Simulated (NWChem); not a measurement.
Everything below was run with NWChem. System: B$_{2}$F$_{4}$, charge 0, spin multiplicity 3, at the geometry of a parent with another charge or spin, in a state set for the comparison that need not be this species' ground state. Its SCF solution wasn't tested for a lower state. Level: UMP2/def2-SVP, 6 core orbitals frozen.

NWChem printed:

```
             Northwest Computational Chemistry Package (NWChem) 7.3.0
             --------------------------------------------------------

                                NWChem Input Module
                                -------------------

 Scaling coordinates for geometry "geometry" by  1.889725989
 (inverse scale =  0.529177249)

 Turning off AUTOSYM since
 SYMMETRY directive was detected!

                             Geometry "geometry" -> ""
                             -------------------------

 Output coordinates in angstroms (scale by  1.889725989 to convert to a.u.)

  No.       Tag          Charge          X              Y              Z
 ---- ---------------- ---------- -------------- -------------- --------------
    1 F                    9.0000     0.00000000    -1.12434400    -1.55546200
    2 B                    5.0000     0.00000000     0.00000000    -0.86153900
    3 F                    9.0000     0.00000000     1.12434400    -1.55546200
    4 B                    5.0000     0.00000000     0.00000000     0.86153900
    5 F                    9.0000     1.12434400     0.00000000     1.55546100
    6 F                    9.0000    -1.12434400     0.00000000     1.55546100

 Effective nuclear repulsion energy (a.u.)     202.7003659806

            Nuclear Dipole moment (a.u.)
            ----------------------------
        X                 Y               Z
 ---------------- ---------------- ----------------
     0.0000000000     0.0000000000    -0.0000340151

      Symmetry information
      --------------------

 Group name             C2v
 Group number             16
 Group order               4
 No. of unique centers     4

      Symmetry unique atoms

     1    2    4    5


 Summary of "ao basis" -> "" (spherical)
 ------------------------------------------------------------------------------
       Tag                 Description            Shells   Functions and Types
 ---------------- ------------------------------  ------  ---------------------
 *                          def2-svp                  on all atoms

 Summary of "ao basis" -> "ao basis" (spherical)
 ------------------------------------------------------------------------------
       Tag                 Description            Shells   Functions and Types
 ---------------- ------------------------------  ------  ---------------------
 F                          def2-svp                 6       14   3s2p1d
 B                          def2-svp                 6       14   3s2p1d

                                 NWChem SCF Module
                                 -----------------

  ao basis        = "ao basis"
  functions       =    84
  atoms           =     6
  alpha electrons =    24
  beta  electrons =    22
  charge          =   0.00
  wavefunction    = UHF
  use symmetry    = T
  symmetry adapt  = T

 Summary of "ao basis" -> "ao basis" (spherical)
 ------------------------------------------------------------------------------
       Tag                 Description            Shells   Functions and Types
 ---------------- ------------------------------  ------  ---------------------
 F                          def2-svp                 6       14   3s2p1d
 B                          def2-svp                 6       14   3s2p1d

      Symmetry analysis of basis
      --------------------------

        a1         34
        a2         10
        b1         20
        b2         20

 Forming initial guess at       0.0s

   Symmetry analysis of molecular orbitals - initial alpha
   -------------------------------------------------------

  Numbering of irreducible representations:

     1 a1          2 a2          3 b1          4 b2

  Orbital symmetries:

     1 b2          2 a1          3 b1          4 a1          5 a1
     6 a1          7 a1          8 b2          9 a1         10 b1
    11 a1         12 a1         13 b2         14 a1         15 b1
    16 b1         17 a1         18 b2         19 a2         20 b2
    21 a2         22 b1         23 a1         24 b2         25 b1
    26 a1         27 a1         28 b2         29 b1         30 a1
    31 b1         32 b2         33 a1         34 a1

   Symmetry analysis of molecular orbitals - initial beta
[...]
 ------------------
         886.482623933040           0.000000000000           0.000000000000
           0.000000000000         886.482623933040           0.000000000000
           0.000000000000           0.000000000000         343.062385688551

  Mulliken analysis of the total density
  --------------------------------------

    Atom       Charge   Shell Charges
 -----------   ------   -------------------------------------------------------
    1 F    9     9.15   1.99  1.13  0.74  3.34  1.94  0.01
    2 B    5     4.41   1.99  0.70 -0.02  1.25  0.23  0.27
    3 F    9     9.15   1.99  1.13  0.74  3.34  1.94  0.01
    4 B    5     4.82   1.99  0.61  0.03  1.59  0.37  0.23
    5 F    9     9.23   1.99  1.12  0.75  3.35  2.00  0.01
    6 F    9     9.23   1.99  1.12  0.75  3.35  2.00  0.01

  Mulliken analysis of the alpha density
  --------------------------------------

    Atom       Charge   Shell Charges
 -----------   ------   -------------------------------------------------------
    1 F    9     4.60   1.00  0.57  0.36  1.70  0.96  0.00
    2 B    5     2.50   1.00  0.43 -0.01  0.77  0.16  0.16
    3 F    9     4.60   1.00  0.57  0.36  1.70  0.96  0.00
    4 B    5     2.99   0.99  0.38  0.03  1.17  0.28  0.13
    5 F    9     4.65   1.00  0.57  0.37  1.73  0.98  0.00
    6 F    9     4.65   1.00  0.57  0.37  1.73  0.98  0.00

   Mulliken analysis of the beta density
   -------------------------------------

    Atom       Charge   Shell Charges
 -----------   ------   -------------------------------------------------------
    1 F    9     4.55   1.00  0.56  0.37  1.64  0.98  0.00
    2 B    5     1.91   0.99  0.27 -0.02  0.48  0.07  0.11
    3 F    9     4.55   1.00  0.56  0.37  1.64  0.98  0.00
    4 B    5     1.83   0.99  0.23 -0.01  0.42  0.09  0.10
    5 F    9     4.58   1.00  0.56  0.38  1.62  1.02  0.00
    6 F    9     4.58   1.00  0.56  0.38  1.62  1.02  0.00

   Mulliken analysis of the spin density
   -------------------------------------

    Atom       Charge   Shell Charges
 -----------   ------   -------------------------------------------------------
    1 F    9     0.05   0.00  0.01 -0.01  0.06 -0.01  0.00
    2 B    5     0.59   0.00  0.16  0.01  0.29  0.09  0.05
    3 F    9     0.05   0.00  0.01 -0.01  0.06 -0.01  0.00
    4 B    5     1.16   0.00  0.15  0.04  0.75  0.19  0.03
    5 F    9     0.07   0.00  0.01 -0.01  0.11 -0.04  0.00
    6 F    9     0.07   0.00  0.01 -0.01  0.11 -0.04  0.00

       Multipole analysis of the density wrt the origin
       ------------------------------------------------

     L   x y z        total         alpha         beta         nuclear
     -   - - -        -----         -----         ----         -------
     0   0 0 0     -0.000000    -24.000000    -22.000000     46.000000

     1   1 0 0     -0.000000     -0.000000      0.000000      0.000000
     1   0 1 0      0.000000      0.000000      0.000000      0.000000
     1   0 0 1     -0.962614     -1.010193      0.047612     -0.000034

     2   2 0 0    -23.264342    -53.410434    -51.112369     81.258460
     2   1 1 0     -0.000000     -0.000000     -0.000000      0.000000
     2   1 0 1     -0.000000     -0.000000      0.000000      0.000000
     2   0 2 0    -24.348094    -54.818744    -50.787810     81.258460
     2   0 1 1     -0.000000     -0.000000     -0.000000      0.000000
     2   0 0 2    -26.725938   -184.951575   -179.322331    337.547968

                   NWChem MP2 Semi-direct Energy/Gradient Module
                   ---------------------------------------------

  Basis functions       =     84
  Molecular orbitals    =     84
  Frozen core           =      6
  Frozen virtuals       =      0
  Active alpha occupied =     18
  Active beta occupied  =     16
  Active alpha virtual  =     60
  Active beta virtual   =     62
  Use MO symmetry       = T
  Use skeleton AO sym   = T

  AO/Fock/Back tols     =   1.0D-09  1.0D-09  1.0D-09

 GA uses MA = F    GA memory limited = T

 Available:
  local mem=  1.26D+08
 global mem=  1.44D+08
 local disk=  0.00D+00
  mp2_memr nvloc                    60
  nvloc new                    60
   1 passes of  18:        3145728                      41934                  11630353.
   1 passes of  18: M    126148669           G      144165088           F     123002941.

 Semi-direct pass number   1 of   1  for UHF alpha       at        0.7s
  vrange nnbf                  3164
  mp2_eaftype                    44  avail_ma_in_mb                  1099
 EAF : mp2_eaftype filesize          44    5815176.
  mp2_eaf for mointskh                     44
Node 0 wrote     27.3 Mb in      0.0 s     Agg I/O rate:  1726.2 Mb/s
 Done moints_semi at        1.5s
  mp2_eaftype                    44  avail_ma_in_mb                  1055
 EAF : mp2_eaftype filesize          44    5815176.
  mp2_eaf for kh                    44
 Done maket at        1.7s
 Done multipass loop at        1.7s

 GA uses MA = F    GA memory limited = T

 Available:
  local mem=  1.26D+08
 global mem=  1.44D+08
 local disk=  0.00D+00
  mp2_memr nvloc                    62
  nvloc new                    62
   1 passes of  16:        3145728                      39690                  10683684.
   1 passes of  16: M    126148669           G      144165088           F     123002941.

 Semi-direct pass number   1 of   1  for UHF beta        at        1.7s
  vrange nnbf                  3164
  mp2_eaftype                    40  avail_ma_in_mb                  1099
 EAF : mp2_eaftype filesize          40    5341842.
  mp2_eaf for mointskh                     40
Node 0 wrote     25.1 Mb in      0.0 s     Agg I/O rate:  2265.2 Mb/s
 Done moints_semi at        2.4s
  mp2_eaftype                    40  avail_ma_in_mb                  1059
 EAF : mp2_eaftype filesize          40    5341842.
  mp2_eaf for kh                    40
 Done maket at        2.6s
 Done multipass loop at        2.6s

          -------------------------------------------
          SCF energy                -446.753340296187
          Correlation energy          -0.878930539565
          Singlet pairs                0.000000000000
          Triplet pairs                0.000000000000
          Total MP2 energy          -447.632270835752
          -------------------------------------------

          ---------------------------------------------------
                    Spin Component Scaled (SCS) MP2
          Same spin pairs                     -0.249951194485
          Same spin scaling factor             0.333333333333
          Opposite spin pairs                 -0.628979345080
          Opposite spin scaling fact.          1.200000000000
          SCS-MP2 correlation energy          -0.838092278924
          Total SCS-MP2 energy              -447.591432575111
          ---------------------------------------------------

 -----------------------
 Performance information
 -----------------------

 Timer overhead =  1.35D-07 seconds/call

               Nr. of calls         CPU time (s)                 Wall time (s)                GFlops
             ---------------    -------------------     ------------------------------   -------------------
Name         Min   Avg   Max    Min     Avg     Max     Min     Avg     Max   Mx/calls   Min     Max     Sum
mp2: moin     2     2     2    1.6     1.6     1.6      1.6     1.6     1.6    0.81      0.0     0.0     0.0
mp2: make     2     2     2   0.26    0.26    0.26     0.26    0.26    0.26    0.13      0.0     0.0     0.0
mp2: tota     1     1     1    1.9     1.9     1.9      1.9     1.9     1.9     1.9      0.0     0.0     0.0

 The average no. of pstat calls per process was 5.00D+00
 with a timing overhead of 6.77D-07s

 Task  times  cpu:        2.5s     wall:        2.5s

 Total times  cpu:        2.6s     wall:        2.6s
```

Question: Write an NWChem input that would produce this output.

Answer: Several could match; the one computed here: 
```
start mol
memory heap 200 mb stack 900 mb global 1100 mb
geometry units angstroms nocenter noautoz
  F      0.000000    -1.124344    -1.555462
  B      0.000000     0.000000    -0.861539
  F      0.000000     1.124344    -1.555462
  B      0.000000     0.000000     0.861539
  F      1.124344     0.000000     1.555461
  F     -1.124344     0.000000     1.555461
  symmetry group C2v
end
basis spherical
  * library def2-svp
end
scf
  uhf
  nopen 2
  maxiter 100
  thresh 1e-7
  semidirect memsize 60000000 filesize 0
  # guess.movecs holds the orbitals of an unrestricted PBE0 run
  vectors input guess.movecs output mol.movecs
end
mp2
  freeze core 6
end
task mp2 energy
```
